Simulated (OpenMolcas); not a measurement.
# OpenMolcas run: N III

Input:

```
&GATEWAY
Coord
1

N 0.0 0.0 0.0
Basis=ANO-R3
Group=XYZ
NoMove
AngMom=0.0 0.0 0.0
AMFI
&SEWARD
&RASSCF
FileOrb=start.orb
Symmetry=2
Spin=4
nActEl=3 0 0
Inactive=1 0
Ras2=1 3
CIRoot=1 1 1
SDav=1
CIMx=300
Iter=120 100
PrWF=0.3
OrbListing=Nothing
MaxOrb=0
Atom
>>> COPY $Project.JobIph JOBPRE
&RASSCF
FileOrb=start.orb
Symmetry=2
Spin=4
nActEl=3 0 2
Inactive=1 0
Ras2=1 3
Ras3=5 0
CIRoot=1 1 1
SDav=46
CIMx=300
Iter=120 100
PrWF=0.3
OrbListing=Nothing
MaxOrb=0
Thrs=2.0e-7 1.0e-1 5.0e-4
Atom
>>> COPY $Project.JobIph JOB001
&RASSCF
FileOrb=start.orb
Symmetry=2
Spin=2
nActEl=3 0 2
Inactive=1 0
Ras2=1 3
Ras3=5 0
CIRoot=3 3 1
SDav=116
CIMx=300
Iter=120 100
PrWF=0.3
OrbListing=Nothing
MaxOrb=0
Thrs=2.0e-7 1.0e-1 5.0e-4
Atom
>>> COPY $Project.JobIph JOB002
&RASSCF
FileOrb=start.orb
Symmetry=1
Spin=4
nActEl=3 0 2
Inactive=1 0
Ras2=1 3
Ras3=5 0
CIRoot=3 3 1
SDav=28
CIMx=300
Iter=120 100
PrWF=0.3
OrbListing=Nothing
MaxOrb=0
Thrs=2.0e-7 1.0e-1 5.0e-4
Atom
>>> COPY $Project.JobIph JOB003
&RASSCF
FileOrb=start.orb
Symmetry=1
Spin=2
nActEl=3 0 2
Inactive=1 0
Ras2=1 3
Ras3=5 0
CIRoot=9 9 1
SDav=84
CIMx=300
Iter=120 100
PrWF=0.3
OrbListing=Nothing
MaxOrb=0
Thrs=2.0e-7 1.0e-1 5.0e-4
Atom
>>> COPY $Project.JobIph JOB004
&RASSI
NrOfJobIphs=3 3 3 9
1 2 3
1 2 3
1 2 3 4 5 6 7 8 9
IphNames
JOB002
JOB003
JOB004
EJob
SpinOrbit
DIPRint=1.0
SOCoupling=1000.0
Subsets=2
MEES
Property=10
'ANGMOM' 1 'ANGMOM' 2 'ANGMOM' 3 'MLTPL  1' 1 'MLTPL  1' 2 'MLTPL  1' 3
'AMFI' 1 'AMFI' 2 'AMFI' 3 'MLTPL  2' 6
SOProperty=3
'ANGMOM' 1 'ANGMOM' 2 'ANGMOM' 3
```

Launched by
```bash
OMP_NUM_THREADS=1 MOLCAS_MEM=2252 MOLCAS_PROJECT=a pymolcas a.inp > a.log  # once for each step of the input, in one work folder
```

A driver script runs the steps one by one and writes start.orb anew before each from the orbitals found so far.

Output, cut to the results:

```
--- SEWARD ---
Basis set label: N.ANO-R...4S4P2D1F.

      Electronic valence basis set:
      ------------------
      Associated Effective Charge   7.000000 au
      Associated Actual Charge      7.000000 au
      Nuclear Model: Finite nucleus - Gaussian distribution
        Gaussian exponent, Xi/bohr**(-2):  6.28656E+08

      Shell  nPrim  nBasis  Cartesian Spherical Contaminant
         s      13       4        X
         p       8       4        X
         d       4       2                 X
         f       3       1                 X
                  Relativistic X2C integrals
                  Atomic mean-field integrals
--- RASSCF ---
Wave function specifications:
      -----------------------------

      Number of closed shell electrons           2
      Number of electrons in active shells       3
      Max number of holes in RAS1 space          0
      Max nr of electrons in RAS3 space          2
      Number of inactive orbitals                1
      Number of active orbitals                  9
      Number of secondary orbitals              23
      Spin quantum number                      1.5
      State symmetry                             2
Orbital specifications:
      -----------------------

      Symmetry species                           1   2
                                                ag  au
      Frozen orbitals                            0   0
      Inactive orbitals                          1   0
      Active orbitals                            6   3
      RAS1 orbitals                              0   0
      RAS2 orbitals                              1   3
      RAS3 orbitals                              5   0
      Secondary orbitals                         7  16
      Deleted orbitals                           0   0
      Number of basis functions                 14  19
      Number of CSFs                            46
      Number of root(s) required                 1
      Iter CI   SX   CI       RASSCF       Energy    max ROT     max BLB   max BLB  Level Ln srch  Step   QN
          iter iter root      energy       change     param      element    value   shift minimum  type update
 Nr of preliminary CI iterations:   1
 ###############################################################################
 ###############################################################################
 ###                                                                         ###
 ###                                                                         ###
 ###    WARNING: Problems in orbital optimization.                           ###
 ###                                                                         ###
 ###                                                                         ###
 ###############################################################################
 ###############################################################################
  Warning: In symmetry  1, orbital p=   2 has diagonal density matrix element D(p,p) close to zero. D(p,p)=  1.544063E-30
        1   1    2    1   -52.06897278    0.00E+00  -4.11E-07    1   2 1 -2.78E-07   0.50   0.00    SX    NO
        ...
 ###############################################################################
 ###############################################################################
  Warning: In symmetry  1, orbital p=   2 has diagonal density matrix element D(p,p) close to zero. D(p,p)=  2.448938E-30
        4   1    1    1   -52.06897278   -6.39E-14   0.00E+00    1   2 1 -4.36E-08   0.50   0.00    SX    NO
      Convergence after  4 iterations
        5   1    1    1   -52.06897278    7.11E-14   0.00E+00    1   2 1 -4.36E-08   0.50   0.00    SX    NO
      Natural orbitals and occupation numbers for root  1
      sym 1:   0.000000   0.001338   0.001338   0.001338   0.001338   0.001338
      sym 2:   0.997770   0.997770   0.997770
::    RASSCF root number  1 Total energy:    -52.06897278
--- RASSCF ---
Wave function specifications:
      -----------------------------

      Number of closed shell electrons           2
      Number of electrons in active shells       3
      Max number of holes in RAS1 space          0
      Max nr of electrons in RAS3 space          2
      Number of inactive orbitals                1
      Number of active orbitals                  9
      Number of secondary orbitals              23
      Spin quantum number                      0.5
      State symmetry                             2
...
--- RASSI ---
SPIN-FREE ENERGIES:
  (Shifted by EMIN (a.u.) =        -52.9226879679)

 SF State       Relative EMIN(au)   Rel lowest level(eV)    D:o, cm**(-1)      L_eff

     1             0.0000000000        0.0000000000              0.0000         1.0
     2             0.0000000000        0.0000000000              0.0000         1.0
     3             0.0000000000        0.0000000000              0.0000         1.0
     4             0.2548713537        6.9354028481          55937.7964         1.0
     5             0.2548713537        6.9354028481          55937.7964         1.0
     6             0.2548713537        6.9354028481          55937.7964         1.0
     7             0.4727707084       12.8647463531         103761.1770         2.0
     8             0.4727707084       12.8647463531         103761.1770         2.0
     9             0.4727707084       12.8647463531         103761.1770         2.0
    10             0.4727707084       12.8647463531         103761.1770         2.0
    11             0.4727707084       12.8647463531         103761.1770         2.0
    12             0.6277642424       17.0823352720         137778.3257         0.0
    13             0.6841283040       18.6160795222         150148.8073         1.0
    14             0.6841283040       18.6160795222         150148.8073         1.0
    15             0.6841283040       18.6160795222         150148.8073         1.0
     Dipole printing threshold changed to   1.00000000E+00

++ Dipole transition strengths (spin-free states):
   -----------------------------------------------
     for osc. strength at least  1.00000000E+00

  ( Max oscillator strength is only   0.20517953915386766      )
--
Eigenvalues of complex Hamiltonian:
   -----------------------------------
  (Shifted by EMIN (a.u.) =        -52.9226879679)

 SO State       Relative EMIN(au)   Rel lowest level(eV)    D:o, cm**(-1)     J-value

...
```

The J values that RASSI prints are effective ones from its own formula and need not be integers or half-integers; the table below assigns J from the states.

Levels above the lowest, from the spin-orbit matrix, grouped by J:

| Configuration | Term | J | E (cm⁻¹) | Measured (cm⁻¹) | Term weight % |
| --- | --- | --- | --- | --- | --- |
| 2s² 2p | ²P° | 1/2 | 0.0 | 0.0 | 100 |
| 2s² 2p | ²P° | 3/2 | 162 | 174 | 100 |
| 2s 2p² | ⁴P | 1/2 | 55952 |  | 100 |
| 2s 2p² | ⁴P | 3/2 | 56008 | 57247 | 100 |
| 2s 2p² | ⁴P | 5/2 | 56102 | 57328 | 100 |
| 2s 2p² | ²D | 3/2 | 103869 | 101031 | 100 |
| 2s 2p² | ²D | 5/2 | 103870 | 101024 | 100 |
| 2s 2p² | ²S | 1/2 | 137886 | 131004 | 100 |

Against the 6 measured excited levels shown (Moore, Selected Tables of Atomic Spectra, NSRDS-NBS 3, section 5) the mean absolute deviation is 2500 cm-1; the largest miss in energy is 2s 2p² ²S_1/2: computed 137886, measured 131004 cm⁻¹ (+5.3 %), and the largest in proportion 2s² 2p ²P°_3/2 (-7.2 %).

Active for correlation alone: 3d; no level in the range computed is led by a configuration that fills it, so any true level of that kind is missing. Computed and measured levels are paired by configuration, term and J; levels that our copy of the source lacks, or whose pairing is in doubt (as where it misses far off the trend of its configuration), stay unpaired and out of the deviations. Levels of configurations outside the active space are missing. The first state left out of the spin-orbit step lies near 190000 cm-1 above the lowest spin-free state of the reference (among the parities and spins computed), and the list stops at four fifths of that energy or lower.

The RASSCF and RASSI steps took 18 s on 1 thread of Arm Neoverse V1, on a shared host; the integral step is not counted.

The term weight is that of the spin-free term in the level, not the purity of its configuration. ° marks odd parity.
